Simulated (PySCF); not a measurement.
Rubidium: highly charged ions in a basis for the neutral atom

Rb¹³⁺ [Ar] 3d6, Rb¹⁴⁺ [Ar] 3d5. Computed with PySCF 2.14 in x2c-SVPall, with scalar relativity by spin-free X2C-1e. No spin-orbit coupling, so a gap to NIST mixes the basis error with missing relativistic terms.

Changed run: basis of the neutral atom used for a highly charged ion. This setting is unsound on purpose.

| species | method | sound run (hartree) | changed run (hartree) | converged |
| --- | --- | --- | --- | --- |
| Rb¹³⁺ | UHF | not run | -2904.98222 | yes |
| Rb¹³⁺ | r2SCAN | not run | -2906.19195 | yes |
| Rb¹³⁺ | PBE0 | not run | -2905.89847 | yes |
| Rb¹⁴⁺ | UHF | not run | -2888.32019 | yes |
| Rb¹⁴⁺ | r2SCAN | not run | -2889.43881 | yes |
| Rb¹⁴⁺ | PBE0 | not run | -2889.13970 | yes |

Ionisation energy of Rb¹³⁺:

```csv
method,changed run (eV),NIST (eV)
UHF,453.40,443 ± 3
r2SCAN,455.88,443 ± 3
PBE0,456.03,443 ± 3
```

The contracted functions were made for the neutral atom and can be too rigid for a highly charged ion.
